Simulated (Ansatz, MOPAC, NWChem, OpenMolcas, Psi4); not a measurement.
## B3H3O3 (SMILES B1OBOBO1): the zero-point energy at each level's own minimum, rung by rung

The runs start from one conformer, not always the lowest.

B3H3O3, singlet, SMILES `B1OBOBO1`. Each level relaxes the structure for itself.

Each level gives the zero-point energy at each level's own minimum (kJ/mol). The values are calculated.

| level | kind | program | value (kJ/mol) |
| --- | --- | --- | --- |
| MNDO | semi-empirical | MOPAC | 158.8 |
| PM3 | semi-empirical | MOPAC | 136.6 |
| PM6-DH2 | semi-empirical | MOPAC | 140.6 |
| PM6-DH2X | semi-empirical | MOPAC | 140.6 |
| HF/3-21G | Hartree–Fock | OpenMolcas | 154.4 |
| HF/6-31G* (spherical functions) | Hartree–Fock | NWChem | 153.6 |
| HF/6-31G* (Cartesian functions) | Hartree–Fock | OpenMolcas | 153.7 |
| BP86/def2-SVP (density fitting) | GGA | Psi4 | 139.3 |
| PBE0-D4/def2-TZVP | global hybrid | Ansatz | 144.5 |

Harmonic and unscaled. The values span 136.6 to 158.8 kJ/mol.
